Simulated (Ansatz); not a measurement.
CH5FGeOSi can be A, `F[CH]1O[SiH2][GeH2]1`, or B, `FC1[O][GeH2][SiH2]1`.

Program: Ansatz. Geometries: PBE0-D4/def2-TZVP. ΔE: electronic, gas phase. CCSD(T)/CBS is the MP2 limit (def2-TZVPP, def2-QZVPP) plus CCSD(T) − MP2 in def2-TZVPP, frozen cores. DFT in def2-TZVPP. B3LYP here is the variant with VWN-RPA as its local correlation; programs differ in this. For Ge outer-core shells are correlated without core-valence functions, which leaves a few kJ/mol of doubt a bond. Scalar relativity is left out up to krypton.

**Question.** Which is lower in electronic energy at CCSD(T)/CBS, and by how much? (Estimate.)

**Answer.** Ansatz gave: A, by 47.7 kJ/mol.

**Question.** Give E(B) − E(A) in kJ/mol with MP2/def2-TZVPP, B3LYP, PBE-D4, B2PLYP, CCSD(T)/def2-TZVPP, ωB97M-V, PBE0-D4. (Best estimate.)

**Answer.** Computed: MP2/def2-TZVPP 47.7, B3LYP 44.8, PBE-D4 39.3, B2PLYP 45.2, CCSD(T)/def2-TZVPP 46.2, ωB97M-V 45.5, PBE0-D4 43.6. None reverses the order clearly.

Largest T1 diagnostic: 0.014.

From PBE to PBE0 (25 % exact exchange), in def2-TZVPP and without D4, E(B) − E(A) moves by +4.2 kJ/mol.
